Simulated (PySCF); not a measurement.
All of these have the formula C3H7ClOSi. Computed, not measured: TDDFT PBE0/def2-SVPD, vertical, gas phase, core orbitals frozen in the response in PySCF 2.14.0, density-fitted response routines. Geometries: GFN2-xTB; one conformer of each isolated species. Triplets are in the Tamm–Dancoff approximation. 'Strongest' means the level of largest summed f among the lowest 8 singlets; it needn't be the same kind of state in each.

Task: Rank by computed HOMO energy, lowest first.
A. `C=C(Cl)OC[SiH3]`
B. `Cl[C@H]1CCO[SiH2]1`
C. `O[SiH2][C@@H]1C[C@H]1Cl`
D. `O=C[Si@@H](CCl)C`
E. `O[SiH2][C@@H]1C[C@@H]1Cl`
F. `C=C(Cl)[SiH2]OC`

Result: E (-8.08 eV), B (-7.83 eV), C (-7.67 eV), F (-7.53 eV), D (-7.10 eV), A (-6.74 eV).

```json
{"SMILES": "O[SiH2][C@@H]1C[C@@H]1Cl", "HOMO (eV)": "-8.08", "f (strongest)": "0.05", "f (S1)": "0.002", "first f ≥ 0.01 (nm)": "168", "strongest (eV)": "7.81", "S1 mainly": "H→L+1 (66%)"}
{"SMILES": "Cl[C@H]1CCO[SiH2]1", "HOMO (eV)": "-7.83", "f (strongest)": "0.02", "f (S1)": "0.019", "first f ≥ 0.01 (nm)": "189", "strongest (eV)": "6.57", "S1 mainly": "H→L (58%)"}
{"SMILES": "O[SiH2][C@@H]1C[C@H]1Cl", "HOMO (eV)": "-7.67", "f (strongest)": "0.03", "f (S1)": "0.028", "first f ≥ 0.01 (nm)": "189", "strongest (eV)": "6.55", "S1 mainly": "H→L (78%)"}
{"SMILES": "C=C(Cl)[SiH2]OC", "HOMO (eV)": "-7.53", "f (strongest)": "0.18", "f (S1)": "0.183", "first f ≥ 0.01 (nm)": "194", "strongest (eV)": "6.39", "S1 mainly": "H→L (92%)"}
{"SMILES": "C[Si@@H](C=O)CCl", "HOMO (eV)": "-7.10", "f (strongest)": "0.09", "f (S1)": "0.001", "first f ≥ 0.01 (nm)": "206", "strongest (eV)": "6.96", "S1 mainly": "H→L (97%)"}
{"SMILES": "C=C(Cl)OC[SiH3]", "HOMO (eV)": "-6.74", "f (strongest)": "0.36", "f (S1)": "0.001", "first f ≥ 0.01 (nm)": "190", "strongest (eV)": "6.52", "S1 mainly": "H→L (67%)"}
```

H and L stand for HOMO and LUMO.

- `O[SiH2][C@@H]1C[C@@H]1Cl`: Löwdin shares by element: HOMO carbon 46%, chlorine 41%; LUMO chlorine 26%, silicon 19%, oxygen 11%, carbon 9% or more (atoms not listed hold the other 34%).
- `Cl[C@H]1CCO[SiH2]1`: Löwdin shares by element: HOMO chlorine 40%, carbon 15% or more, oxygen 13%, silicon 12% (atoms not listed hold the other 20%); LUMO silicon 33%, chlorine 15%, hydrogen 12% or more, carbon 11% or more (atoms not listed hold the other 29%).
- `O[SiH2][C@@H]1C[C@H]1Cl`: Löwdin shares by element: HOMO chlorine 46%, carbon 41%; LUMO oxygen 29%, silicon 25%, hydrogen 21% or more (atoms not listed hold the other 25%).
- `C=C(Cl)[SiH2]OC`: Löwdin shares by element: HOMO carbon 57% or more, chlorine 34%; LUMO carbon 68% or more, chlorine 9%, silicon 8% (atoms not listed hold the other 16%).
- `C[Si@@H](C=O)CCl`: Löwdin shares by element: HOMO oxygen 47%, carbon 21% or more, silicon 11%, hydrogen 10% or more; LUMO carbon 41% or more, oxygen 35%, silicon 10%, hydrogen 6% or more.
- `C=C(Cl)OC[SiH3]`: Löwdin shares by element: HOMO carbon 57% or more, oxygen 19%, chlorine 12%; LUMO silicon 23%, chlorine 21%, carbon 20% or more (atoms not listed hold the other 36%).

Without π bonds the low states are Rydberg-like; a valence basis with one diffuse set may place them up to an eV too high.
